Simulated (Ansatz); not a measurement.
Steps of a relaxation of CH4ClInSe, SMILES `[CH3][In]([Cl])[SeH]` with RKS PBE0-D4/def2-TZVP.

```sh
$ ansatz run in.yaml --threads 4 --pin off --events-out ev --progress --plain --max-ram 10444MiB
```

```yaml
crystal:
  periodic: [false, false, false]
  atoms:
    - {symbol: C, position_ang: [-0.154860, 1.520410, -0.693740]}
    - {symbol: In, position_ang: [0.195080, -0.458250, 0.291300]}
    - {symbol: Cl, position_ang: [2.108480, -0.755050, 1.560470]}
    - {symbol: Se, position_ang: [-1.238550, -2.558580, 0.242760]}
    - {symbol: H, position_ang: [-1.005580, 1.449580, -1.365300]}
    - {symbol: H, position_ang: [-0.342130, 2.253800, 0.087830]}
    - {symbol: H, position_ang: [0.749230, 1.780190, -1.238220]}
    - {symbol: H, position_ang: [-0.311660, -3.232090, 1.114900]}
basis:
  gaussian: {orbitals: def2-TZVP}
hamiltonian: {xc: pbe0, dispersion: d4}
relax: {f_tol: 0.005, max_steps: 150}
```

Positions (Å) and forces (eV/Å) along the path, 8 of 8 steps:

```xyz
8
step=1 energy=-84138.8288 eV
C    -0.155    1.520   -0.694    0.155   -0.943    0.481
In    0.195   -0.458    0.291   -0.680    0.596   -0.645
Cl    2.108   -0.755    1.560    0.277   -0.032    0.185
Se   -1.239   -2.559    0.243   -0.217    0.698   -0.416
H    -1.006    1.450   -1.365   -0.047   -0.028   -0.027
H    -0.342    2.254    0.088   -0.005    0.011    0.043
H     0.749    1.780   -1.238    0.063    0.006   -0.030
H    -0.312   -3.232    1.115    0.454   -0.309    0.409
8
step=2 energy=-84138.8902 eV
C    -0.152    1.438   -0.662    0.002    0.150   -0.063
In    0.170   -0.418    0.261    0.248   -0.067    0.161
Cl    2.104   -0.714    1.547    0.028   -0.016    0.029
Se   -1.238   -2.427    0.195   -0.277   -0.326   -0.033
H    -1.006    1.364   -1.331   -0.010    0.118   -0.044
H    -0.338    2.167    0.125   -0.011    0.125   -0.079
H     0.752    1.701   -1.209   -0.031    0.128   -0.042
H    -0.291   -3.111    1.075    0.051   -0.112    0.071
8
step=3 energy=-84138.9148 eV
C    -0.148    1.468   -0.671   -0.014   -0.050    0.012
In    0.162   -0.424    0.257    0.050   -0.024    0.040
Cl    2.096   -0.726    1.549    0.001    0.009    0.000
Se   -1.232   -2.488    0.224   -0.074   -0.030   -0.028
H    -1.001    1.416   -1.345   -0.016    0.033   -0.024
H    -0.333    2.211    0.104   -0.004    0.021    0.008
H     0.751    1.741   -1.222    0.018    0.011   -0.014
H    -0.295   -3.197    1.104    0.038    0.030    0.005
8
step=4 energy=-84138.9158 eV
C    -0.151    1.462   -0.671    0.011   -0.030    0.020
In    0.167   -0.430    0.263   -0.013    0.016   -0.016
Cl    2.103   -0.723    1.555   -0.017    0.002   -0.008
Se   -1.242   -2.488    0.218    0.003    0.001    0.007
H    -1.004    1.420   -1.346   -0.004   -0.012    0.000
H    -0.332    2.206    0.105    0.002    0.014    0.006
H     0.749    1.734   -1.221    0.012    0.013   -0.009
H    -0.291   -3.181    1.097    0.006   -0.004    0.000
8
step=5 energy=-84138.9159 eV
C    -0.149    1.463   -0.670    0.000   -0.010    0.004
In    0.164   -0.430    0.262   -0.007    0.006   -0.008
Cl    2.098   -0.723    1.554   -0.001   -0.002    0.003
Se   -1.241   -2.489    0.220    0.000   -0.003    0.006
H    -1.003    1.418   -1.344   -0.001    0.003   -0.003
H    -0.329    2.208    0.104    0.001    0.003    0.003
H     0.749    1.736   -1.223    0.004    0.001   -0.001
H    -0.289   -3.182    1.097    0.004    0.003   -0.004
8
step=6 energy=-84138.9158 eV rejected
C    -0.149    1.462   -0.672    0.019    0.011   -0.008
In    0.163   -0.432    0.256   -0.017    0.006    0.023
Cl    2.089   -0.721    1.560    0.004   -0.004   -0.008
Se   -1.251   -2.486    0.237    0.007   -0.006   -0.010
H    -1.003    1.422   -1.345   -0.006    0.001   -0.006
H    -0.326    2.206    0.105   -0.001   -0.007    0.002
H     0.751    1.735   -1.224   -0.006   -0.004    0.001
H    -0.275   -3.186    1.083    0.000    0.003    0.005
8
step=7 energy=-84138.9161 eV
C    -0.149    1.463   -0.671    0.003   -0.001    0.003
In    0.158   -0.430    0.260   -0.003    0.003   -0.003
Cl    2.090   -0.725    1.554    0.000    0.000    0.001
Se   -1.242   -2.493    0.225   -0.001   -0.002    0.001
H    -1.003    1.424   -1.345   -0.002    0.001   -0.002
H    -0.325    2.209    0.105    0.000    0.001    0.000
H     0.751    1.733   -1.223    0.001   -0.002    0.000
H    -0.279   -3.181    1.095    0.002    0.000   -0.001
8
step=8 energy=-84138.9161 eV
C    -0.149    1.464   -0.671    0.001    0.003    0.001
In    0.153   -0.430    0.259   -0.001   -0.001    0.001
Cl    2.085   -0.725    1.555    0.000    0.001    0.000
Se   -1.243   -2.496    0.228    0.001    0.000    0.000
H    -1.004    1.429   -1.344    0.000    0.000    0.000
H    -0.321    2.210    0.105    0.000   -0.002    0.000
H     0.752    1.729   -1.224   -0.001   -0.001   -0.001
H    -0.273   -3.181    1.093   -0.001    0.000   -0.001
```

Run time 37 s (4 threads of an Arm Neoverse V1 on a shared host); peak host memory 0.63 GiB.
